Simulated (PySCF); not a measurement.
**Computed properties of SiFBr, SMILES F[Si]Br**

SiFBr, SMILES F[Si]Br (connectivity only; charge and spin as stated), neutral, multiplicity 1. Geometry: ωB97X-D3(BJ)/def2-TZVP. One conformer was computed; it need not be the lowest. All values are computed for the isolated molecule unless a solvent is named; none is compared with measurement here.

**Structure.** The optimised structure has Cs symmetry. All 3 harmonic modes at ωB97X-D3(BJ)/def2-TZVP (PySCF) are real, so it is a minimum. With heavy atoms numbered as in [Si:1]([F:2])[Br:3], the shortest bond between them is Si1–F2 at 1.606 Å and the longest Si1–Br3 at 2.242 Å.

**Vibrations.** The strongest infrared lines (harmonic, unscaled, degenerate partners summed) lie at 860 cm⁻¹ (147 km/mol, F 60 %, Si 40 %), 435 cm⁻¹ (138 km/mol, Si 78 %, Br 20 %), 227 cm⁻¹ (2 km/mol, F 66 %, Br 22 %, Si 12 %). The softest mode is at 227 cm⁻¹ and the zero-point energy is 2.2 kcal/mol.

**Electronic structure.** ωB97X/def2-TZVPD (PySCF) places the frontier levels at -10.08 and -0.61 eV, a gap of 9.47 eV, and gives a dipole moment of 1.08 D and a mean polarisability of 52.0 bohr³.

**Excitations.** TDDFT-M06-2X/def2-SVPD (PySCF) has S1 at 4.07 eV (305 nm, f = 0.038, weak); the most intense of the 10 singlets computed lies at 7.14 eV (f = 0.50). T1 (TDA) is at 2.67 eV. No vertical singlet excitation falls in the visible range (under 3.1 eV).

**NMR.** GIAO shifts at KT2/pcSseg-2 (PySCF) (non-relativistic, atoms alike by connectivity averaged): ²⁹Si at 182.4 ppm against TMS; ¹⁹F at 57.9 ppm against CFCl3. Without spin–orbit terms, shifts of atoms bonded to Cl or Br come out too high.
